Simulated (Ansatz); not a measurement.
Reaction (homolysis of the Ga–Si bond): `[SiH3][GaH2]` → `[GaH2]`• + `[SiH3]`•

Calculated with Ansatz (gas phase, PBE0-D4/def2-TZVP geometries, no zero-point term in ΔE). CBS: MP2 limit from def2 TZ/QZ plus the TZ coupled-cluster correction, frozen cores. This one scheme is used for every species. Open shells (•) are unrestricted, without spin–orbit coupling. For Ga outer-core shells are correlated without core-valence functions, which leaves a few kJ/mol of doubt a bond. Scalar relativity is left out up to krypton.

`[SiH3][GaH2]`:

```xyz
7

Si   -0.138   -1.025   -0.037
Ga    0.160    1.368    0.079
H    -1.390   -1.387   -0.759
H    -0.173   -1.672    1.304
H     1.002   -1.620   -0.796
H    -0.161    2.267   -1.171
H     0.699    2.068    1.380
```

`[GaH2]`•:

```xyz
3

Ga    0.478    0.103   -0.195
H    -0.062    0.934    1.053
H    -0.416   -1.037   -0.857
```

`[SiH3]`•:

Cartesian coordinates in Å:
```
Si -0.128 0.306 -0.063
H 0.500 -0.188 -1.317
H -1.250 -0.571 0.359
H 0.878 0.453 1.021
```

```csv
level,ΔE (kcal/mol)
CCSD/def2-SVP,66.2
CCSD(T)/def2-TZVPP,71.1
```

**Question.** What does CCSD(T)/CBS give? (An estimate is asked.)

**Answer.** Ansatz gave: +74.6 kcal/mol. The listed levels differ from it by -8.4, -3.5 kcal/mol.

Largest T1 diagnostic among the species: 0.015.

In def2-TZVPP, CCSD(T) changes the Hartree–Fock value by +21.5 kcal/mol (the triples alone add +1.4 kcal/mol) and MP2 by +21.7 kcal/mol; breaking electron pairs costs correlation energy, which Hartree–Fock lacks. Leaving LDA and LC-ωPBE aside and taking each functional with its dispersion term where it has one, the values, not all of them listed here, spread over 7.1 kcal/mol, from BLYP-D4 to ωB97X-V. LDA lies +10.8 kcal/mol from PBE without D4, its usual overbinding. At CCSD(T), def2-SVP lies −7.5 kcal/mol from the extrapolated value and def2-TZVPP −3.5 kcal/mol: correlation converges slowly with the basis, and small sets miss more of it in the bonded molecule than in its fragments.
